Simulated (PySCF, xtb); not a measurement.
1-chlorocyclobutene (C4H5Cl), SMILES C1C(=CC1)Cl.

Harmonic wavenumbers (cm⁻¹) from GFN2-xTB in xtb at its own minimum, in rising order: 214, 291, 396, 481, 733, 839, 899, 976, 988, 999, 1047, 1119, 1151, 1183, 1194, 1243, 1443, 1459, 1661, 2993, 3011, 3012, 3017, 3152.

What does PBE-D3(BJ)/def2-SVP (PySCF) give at its own minimum? (An estimate is asked for; the answer gives what the named calculation found.)

209, 301, 398, 489, 742, 843, 860, 897, 917, 993, 1044, 1112, 1120, 1136, 1171, 1243, 1386, 1410, 1618, 2976, 2991, 3032, 3052, 3160. Paired by order, the mean absolute difference is 25 cm⁻¹ and the zero-point energies are 47.9 and 47.3 kcal/mol.
